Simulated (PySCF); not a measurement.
**Electronic absorption of CH2Br2**

Species: CH2Br2.
Z-matrix (Å and degrees, PBE0-D3(BJ)/def2-SVP geometry), rows numbered from 1:
```
Br
C   1  1.9227
Br  2  1.9230  1  114.14
H   2  1.0944  1  107.89  3   119.86
H   2  1.0944  1  107.90  3  -119.86
```

Method used: TDDFT CAM-B3LYP/def2-SVPD, vertical, gas phase, core orbitals frozen in the response in PySCF 2.14.0, density-fitted response routines. Relativistic effects, spin–orbit coupling among them, are left out although an element past zinc is present.

```csv
state,E (eV),E (kJ/mol),λ (nm),f,|μ| (D),symmetry,"main configurations (H = HOMO, L = LUMO)"
S1,5.74,554,216.1,0.0002,0.09,–,H-1→L (90%)
S2,5.78,558,214.4,0.023,1.03,B1 or B2,H→L (88%)
S3,6.05,584,204.8,0.0000,0.00,–,"H-2→L (80%), H-1→L+1 (13%)"
S4,6.22,600,199.4,0.0021,0.30,A1,"H-3→L (77%), H→L+1 (16%)"
S5,7.19,694,172.3,0.0049,0.42,A1,"H→L+1 (69%), H-3→L (19%)"
S6,7.23,698,171.4,0.0000,0.00,–,"H-1→L+1 (72%), H-2→L (15%)"
S7,7.54,727,164.5,0.050,1.32,B1 or B2,"H-2→L+1 (64%), H-1→L+2 (25%)"
S8,7.61,735,162.8,0.0054,0.43,B1 or B2,"H→L+2 (60%), H-3→L+1 (32%)"
S9,7.87,760,157.5,0.039,1.14,B1 or B2,"H-1→L+2 (67%), H-2→L+1 (17%), H-2→L+5 (10%)"
S10,8.06,778,153.8,0.302,3.14,B1 or B2,"H-3→L+1 (44%), H→L+2 (32%), H-3→L+5 (13%)"
```

Triplets (Tamm–Dancoff): T1 5.08 eV, H→L (86%); T2 5.16 eV, H-1→L (82%), H-2→L+1 (9%); T3 5.40 eV, H-2→L (70%), H-1→L+1 (18%); T4 5.51 eV, H-3→L (72%), H→L+1 (16%).

The lowest singlet comes at 216 nm (554 kJ/mol) in the ultraviolet; it is dark (f under 0.0005); its leading configuration is HOMO-1→LUMO (90%). The strongest level in the table is S10 at 8.06 eV (154 nm, f = 0.302). It is the last of those listed, so stronger ones may follow. Löwdin shares by element: HOMO bromine 96%; LUMO bromine 71%, carbon 22%. The listed states span 2.33 eV, and the widest gap between neighbours is 0.98 eV (S4 to S5). The oscillator strengths of these states sum to 0.427; summed over the whole spectrum of an exact calculation they would give the number of electrons, 78 (Thomas–Reiche–Kuhn). Orbital energies (eV): HOMO-3 -10.14, HOMO-2 -10.03, HOMO-1 -9.64, HOMO -9.55, LUMO -0.15, LUMO+1 0.84, LUMO+2 1.22. All these states lie below the vertical ionisation energy of 10.66 eV (ΔSCF). Symmetry labels in C2v follow from the direction of the transition dipole and are given only for states with f of 0.002 or more; B1 and B2 swap with the choice of axes. Only the lowest 10 singlets were computed, as vertical energies without vibronic structure.
